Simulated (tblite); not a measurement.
Potential energy surface of CF₂, singlet: map of symmetric stretch and bend. Scanned: C-F bond length and F-C-F angle.

Cartesian coordinates as functions of the variables (Å; names that start with a are angles):
```
C  0  0  0
F  r*sin(a/2)  0  r*cos(a/2)
F  -r*sin(a/2)  0  r*cos(a/2)
```

Method: GFN2-xTB, 300 K electronic temperature run with tblite 0.5.0.

Energy in kJ/mol above the lowest grid point; x is the C-F bond length (Å), y the F-C-F angle (°).

| y \ x | 1.10 | 1.19 | 1.26 | 1.32 | 1.38 | 1.45 | 1.52 | 1.58 | 1.64 | 1.71 | 1.76 |
|---|---|---|---|---|---|---|---|---|---|---|---|
| 180 | 774.8 | 469.7 | 376.1 | 356.9 | 374.2 | 423.6 | 491.6 | 557.3 | 600.7 | 611.0 | 627.7 |
| 173.95 | 769.6 | 464.7 | 370.9 | 351.2 | 367.6 | 414.7 | 476.5 | 528.6 | 564.3 | 592.7 | 615.6 |
| 165.32 | 732.9 | 431.3 | 337.4 | 315.8 | 328.3 | 368.2 | 420.6 | 466.5 | 507.4 | 550.9 | 582.5 |
| 156.68 | 658.9 | 364.6 | 273.5 | 253.0 | 265.9 | 306.1 | 359.8 | 408.8 | 456.2 | 509.5 | 547.4 |
| 148.04 | 574.6 | 290.6 | 205.0 | 188.1 | 204.0 | 247.5 | 305.0 | 358.1 | 411.1 | 471.8 | 514.6 |
| 139.41 | 492.9 | 220.3 | 141.1 | 128.5 | 148.2 | 195.8 | 257.3 | 314.4 | 372.2 | 438.7 | 485.2 |
| 130.77 | 422.4 | 159.5 | 85.9 | 77.4 | 100.6 | 151.9 | 217.1 | 277.7 | 339.3 | 410.3 | 459.9 |
| 122.14 | 369.9 | 112.9 | 43.0 | 37.1 | 62.8 | 116.8 | 184.9 | 248.1 | 312.5 | 386.9 | 438.9 |
| 113.50 | 342.9 | 85.4 | 15.5 | 10.0 | 36.4 | 91.5 | 161.1 | 226.0 | 292.3 | 369.0 | 422.7 |
| 104.86 | 351.6 | 83.9 | 8.6 | 0.0 | 24.2 | 78.0 | 147.2 | 212.4 | 279.3 | 357.2 | 411.8 |
| 96.23 | 412.7 | 120.6 | 31.5 | 14.1 | 31.7 | 80.2 | 145.9 | 209.3 | 275.3 | 352.8 | 407.3 |
| 85 | 623.8 | 263.3 | 135.7 | 92.5 | 90.0 | 120.7 | 173.7 | 229.1 | 289.5 | 362.4 | 414.6 |

Points that lie below all their neighbours on the grid: x = 1.32, y = 104.86 (0.0 kJ/mol).
